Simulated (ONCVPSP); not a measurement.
**What one change does to a pseudopotential (aluminium, ONCV)**

Al (Z = 13), optimised norm-conserving Vanderbilt (ONCV), made with ONCVPSP 4.0.1 (LDA (Perdew-Zunger), scalar-relativistic). Core [He], reference 2s2 2p6 3s1 3p2. Waves: 2s+3s: rc 0.85 bohr, ncon 3, nbas 7, qcut 16.8 1/bohr, 2 projectors; 2p+3p: rc 0.90 bohr, ncon 4, nbas 8, qcut 13.7 1/bohr, 2 projectors; d scattering state at 0.13 Ha: rc 0.90 bohr, ncon 4, nbas 8, qcut 9.2 1/bohr, 2 projectors, debl 2.9 Ha. Local part: polynomial inside 0.80 bohr (lpopt 5, dvloc0 3 Ha). Core correction: polynomial model core, fcfact 0.2.

All-electron outer shells of the reference configuration (LDA (Perdew-Zunger), scalar-relativistic, ld1.x):

```tsv
shell	level (eV)	outermost node (bohr)	outermost maximum (bohr)
1s	-1506.12	–	0.08
2s	-109.28	0.17	0.50
2p	-71.48	–	0.43
3s	-8.67	0.80	2.03
3p	-3.41	0.81	2.55
```

Change: local potential polynomial inside 0.80 bohr (lpopt 5, dvloc0 8.5 Ha).

Cutoffs: the cutoffs (Ha) at which the residual kinetic energy of the hardest occupied pseudo-wave falls to 1 and 0.1 mHa per electron; they do not see the model core or the augmentation charge, which bear on the density cutoff. Errors are all-electron minus pseudo energies relative to the spin-unpolarised reference configuration.

Question: Predict the effect on cutoff, ghosts and configuration errors.

Answer: The potential gets neither clearly harder nor softer (82 Ha and 100 Ha → 82 Ha and 100 Ha); a bound ghost appears in s, which as a rule spoils a file; the errors of the 4 common tests hardly move. In the separable form a ghost depends on how the local part lies against the semilocal potential of the channel, so the choice of the local part can create or remove one.

| quantity | base | changed |
| --- | --- | --- |
| cutoff, loose | 82 Ha | 82 Ha |
| cutoff, tight | 100 Ha | 100 Ha |
| bound ghosts | none | s |
| GHOST(+) flags under 300 eV | none | none |
| error for 2s2 2p6 3s2 3p1, meV [ΔE -5.16 eV] | +0.1 | 0.0 |
| error for 2s2 2p6 3s2 3p0, meV [ΔE 0.69 eV] | +0.8 | +0.7 |
| error for 2s2 2p6 3s1 3p0, meV [ΔE 20.07 eV] | +1.1 | +1.1 |
| error for 2s2 2p6 3s0 3p0, meV [ΔE 48.50 eV] | +0.1 | +0.2 |
| s: phases at 0.86 bohr within 0.05 rad from the reference energy up to (Ha; the scan ends near 5) | to the end of the scan | to the end of the scan |
| p: phases at 0.91 bohr within 0.05 rad from the reference energy up to (Ha; the scan ends near 5) | to the end of the scan | to the end of the scan |
| d: phases at 0.91 bohr within 0.05 rad from the reference energy up to (Ha; the scan ends near 5) | to the end of the scan | to the end of the scan |
| rms error of d²Exc/dni dnj with the model core, mHa | 1.31 | 1.31 |

 A true bound ghost makes a file unfit for plane-wave use even where its test errors are small: the radial tests pick states by their node count and pass the ghost by.
